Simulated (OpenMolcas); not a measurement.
Tc2+.

```yaml
Program: OpenMolcas
Basis: ANO-RCC-VTZP [7s6p4d2f1g]
Scalar_Hamiltonian: DKH2, point nucleus
Active_space: 5 electrons in 6 orbitals (4d 5s)
State_averaging: 2S+1 = 6 even, 6 roots; 2S+1 = 4 even, 64 roots; 2S+1 = 2 even, 145 roots (128 in the spin-orbit step)
Spin-orbit_coupling: state interaction with AMFI integrals over the reference wave functions, term energies averaged over their components
```

Two sets of levels on these reference wave functions, in cm-1 above 4d5 6S 5/2: one from CASSCF and one from MS-CASPT2, IPEA 0.25 Eh, imaginary shift 0.1 Eh (closed shells correlated: 4s 4p).

```
               Level  Set 1  Set 2
          4d5 6S 5/2    0.0    0.0
          4d5 4G 5/2  20530  22940
          4d5 4G 7/2  20680  23090
         4d5 4G 11/2  20740  23130
          4d5 4G 9/2  20780  23170
   4d5 4P 5/2 [61 %]  22450  25900
   4d5 4P 3/2 [64 %]  22760  26200
          4d5 4P 1/2  23260  26610
          4d5 4D 7/2  24330  28280
          4d5 4D 1/2  24880  28680
   4d5 4D 3/2 [63 %]  25290  29020
   4d5 4D 5/2 [63 %]  25310  29050
         4d5 2I 11/2  30720  33050
         4d5 2I 13/2  31080  33350
4d5 2D 5/2(1) [56 %]  31840  35850
4d5 2D 3/2(1) [67 %]  32540  36930
```

Question: Which set is which?

Answer: Set 1 is MS-CASPT2. Its levels of the other terms of 4d5 lie at 0.86 to 0.93 of the other set's values, as expected, since terms of lower spin or lower L gain more correlation energy than the Hund ground term.

CASPT2 breaks the degeneracy within a term, and the mean is taken; among the terms shown or strongly mixed into the levels shown the widest spread is 350 cm-1 (4d5 4G, MS-CASPT2). Some high roots are left out of the spin-orbit mixing, which shifts the levels that they would mix with. Without dynamic correlation excited terms often stand tens of per cent too high (terms of higher spin than the ground term too low), and those without a measured partner can miss by more than the paired ones (holds for CASSCF). Blocks of more than 70 roots (2S+1 = 2 even) ran without multistate coupling (holds for MS-CASPT2). Only configurations of the active space appear. The table leaves out levels that lie high or whose names do not pair safely across all columns.

A share in square brackets marks a mixed level and gives the weight of the term that names it, the lowest over the columns. A number in round brackets counts repeated terms of one configuration in the order of the reference energies.
